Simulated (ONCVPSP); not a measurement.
**selenium: one change to an ONCV potential, before and after**

selenium, optimised norm-conserving Vanderbilt (ONCV), made with ONCVPSP 4.0.1 (PBEsol, non-relativistic). Core [Ar], reference 3d10 4s2 4p4. Waves: 4s: rc 1.50 bohr, ncon 4, nbas 7, qcut 4.1 1/bohr, 2 projectors, debl 3.4 Ha; 4p: rc 1.90 bohr, ncon 5, nbas 8, qcut 4.2 1/bohr, 1 projector; 3d: rc 1.20 bohr, ncon 4, nbas 9, qcut 15 1/bohr, 3 projectors, debl 1.6 Ha. Local part: polynomial inside 1.10 bohr (lpopt 3, dvloc0 6 Ha). Core correction: none.

In the d channel the program set the typed energies aside and used -2.001, 0.250, 1.850 Ha.

All-electron outer shells of the reference configuration (PBEsol, non-relativistic, ld1.x):

```tsv
shell	level (eV)	outermost node (bohr)	outermost maximum (bohr)
3s	-205.78	0.24	0.51
3p	-151.16	0.22	0.50
3d	-54.46	–	0.45
4s	-16.72	0.71	1.53
4p	-6.55	0.74	1.82
```

Change: p: qcut 6.5.

Cutoffs: the cutoffs (Ha) at which the residual kinetic energy of the hardest occupied pseudo-wave falls to 1 and 0.1 mHa per electron; they do not see the model core or the augmentation charge, which bear on the density cutoff. Errors are all-electron minus pseudo energies relative to the spin-unpolarised reference configuration.

How do hardness, ghosts and transferability respond?

The potential gets neither clearly harder nor softer (85 Ha and 94 Ha → 85 Ha and 94 Ha); the d channel sets the loose cutoff, while the largest relative change is in p, which becomes harder; of the 4 tests that both files solve, the error grows in 1 and shrinks in 1 by more than 15 % and 0.3 meV (median size 8.3 → 6.8 meV); neither file shows a bound ghost.

```tsv
quantity	base	changed
cutoff, loose	85 Ha	85 Ha
cutoff, tight	94 Ha	94 Ha
loose cutoff by channel	s 19 Ha, p 10 Ha, d 85 Ha	s 19 Ha, p 12 Ha, d 85 Ha
bound ghosts	none	none
GHOST(+) flags under 300 eV	s at 175.6 eV	s at 175.6 eV
error for 3d10 4s2 4p3, meV [ΔE 10.88 eV]	+1.9	+1.7
error for 3d10 4s2 4p2, meV [ΔE 31.25 eV]	+8.1	+8.2
error for 3d10 4s2 4p1, meV [ΔE 62.11 eV]	+15	+20
error for 3d10 4s1 4p4, meV [ΔE 21.76 eV]	+8.5	+5.5
s: phases at 1.52 bohr within 0.05 rad from the reference energy up to (Ha; the scan ends near 5)	to the end of the scan	to the end of the scan
p: phases at 1.93 bohr within 0.05 rad from the reference energy up to (Ha; the scan ends near 5)	1.9	2.1
d: phases at 1.22 bohr within 0.05 rad from the reference energy up to (Ha; the scan ends near 5)	to the end of the scan	to the end of the scan
```
